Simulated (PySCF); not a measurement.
Pb(OH)(SH) (H2OPbS), SMILES [OH][Pb][SH] (connectivity only; charge and spin as stated), neutral, multiplicity 1.

The structure is a stationary point at PBE-D3(BJ)/def2-TZVP. The def2 effective core potentials stand for the cores of Pb; spin–orbit coupling is left out. One conformer was computed; it need not be the lowest.

Level of theory: TDDFT-PBE0/def2-SVPD in PySCF.

Vertical excitations. Isolated molecule, no solvent. State labels are in the subgroup Cs.

Computed excitation energies, oscillator strengths and character:
```csv
state,symmetry,energy (eV),λ (nm),f,main pairs
S1,A",3.90,318,0.014,HOMO−1→LUMO 100 %
S2,A',3.97,312,0.026,HOMO→LUMO 94 %
S3,A",4.72,263,0.006,HOMO−3→LUMO 99 %
S4,A',5.06,245,0.007,HOMO−2→LUMO 91 %
S5,A",5.27,235,0.010,HOMO→LUMO+1 97 %
S6,A",5.61,221,0.000,HOMO→LUMO+2 96 %
S7,A',5.84,212,0.055,"HOMO−1→LUMO+1 50 %, HOMO−1→LUMO+2 45 %"
S8,A",5.95,208,0.032,HOMO→LUMO+3 93 %
S9,A',6.37,195,0.004,HOMO−1→LUMO+3 96 %
S10,A",6.40,194,0.017,"HOMO−2→LUMO+1 78 %, HOMO−2→LUMO+2 18 %"
T1,A',3.28,378,0,HOMO→LUMO 99 %
T2,A",3.29,377,0,HOMO−1→LUMO 98 %
T3,A',4.25,292,0,HOMO−2→LUMO 98 %
T4,A",4.43,280,0,HOMO−3→LUMO 96 %
```
Triplets are in the Tamm–Dancoff approximation, which puts them higher than full response would, so one can lie above its singlet here.
